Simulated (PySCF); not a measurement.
C$_{3}$H$_{8}$N, doublet, geometry from GFN2-xTB. Base run: DF-M062X/6-31G* (PySCF).

The PySCF input:
```python
from pyscf import gto, scf, dft

mol = gto.M(
    atom='''
C     1.882921    0.413760    0.096799
C     0.447861    0.585847   -0.165122
N    -0.347778   -0.532742    0.288371
C    -1.740512   -0.438593   -0.088459
H     2.256981   -0.497186    0.516448
H     2.561516    1.215013   -0.115360
H     0.070757    1.488034    0.346379
H     0.291861    0.789010   -1.252609
H     0.050714   -1.400190   -0.057464
H    -2.267212   -1.318205    0.276809
H    -1.899422   -0.358075   -1.176080
H    -2.172371    0.444713    0.383970
''',
    basis='6-31g*',
    charge=0,
    spin=1,
    verbose=3,
)

mf = dft.UKS(mol)
mf.xc = 'm062x'
mf = mf.density_fit(auxbasis='def2-universal-jkfit')
mf.kernel()
```

Each row names what was changed in the base input (with any setting that the change needs).

| change | basis functions | E (Eh) | HOMO (eV) | dipole (D) | core-seconds (rough) |
|---|---|---|---|---|---|
| base | 72 | -173.70287 | -6.70 | 1.00 | 20 |
| basis = 3-21G | 52 | [?] | [?] | [?] | 10 |
| basis = pcseg-0 | 52 | -173.26237 | -6.93 | 1.30 | 10 |
| basis = 6-31G | 52 | [?] | -6.70 | [?] | 20 |
| basis = LANL2DZ | 52 | -173.68467 | -6.81 | 1.43 | 20 |
| basis = cc-pVDZ | 96 | [?] | [?] | [?] | 20 |
| basis = def2-SVP | 96 | -173.57552 | -6.84 | 0.95 | 30 |
| basis = pcseg-1 | 96 | -173.67558 | -6.89 | 1.06 | 30 |
| basis = aug-cc-pVDZ | [?] | [?] | -6.89 | [?] | 50 |
| basis = def2-TZVPD | 220 | -173.78073 | -6.94 | 0.99 | 60 |
| basis = cc-pVTZ | 232 | -173.77910 | -6.92 | 0.92 | 60 |
| basis = pcseg-2 | 232 | -173.78480 | -6.96 | 0.99 | 90 |
| basis = def2-TZVPP | 236 | -173.78288 | -6.94 | 0.96 | 80 |

Question: Complete the blanks.

Answer: 
- basis = 3-21G, E (Eh): -172.74993
- basis = 3-21G, HOMO (eV): -6.62
- basis = 3-21G, dipole (D): 1.15
- basis = 6-31G, E (Eh): -173.65659
- basis = 6-31G, dipole (D): 1.26
- basis = cc-pVDZ, E (Eh): -173.71801
- basis = cc-pVDZ, HOMO (eV): -6.75
- basis = cc-pVDZ, dipole (D): 0.87
- basis = aug-cc-pVDZ, basis functions: 164
- basis = aug-cc-pVDZ, E (Eh): -173.73491
- basis = aug-cc-pVDZ, dipole (D): 0.98

Totals compare only among sets that treat the same electrons; sets with core potentials leave the core out.

Open shells are given as the SCF converged; they aren't shown to be the lowest states, and a large step between rows can be another state.
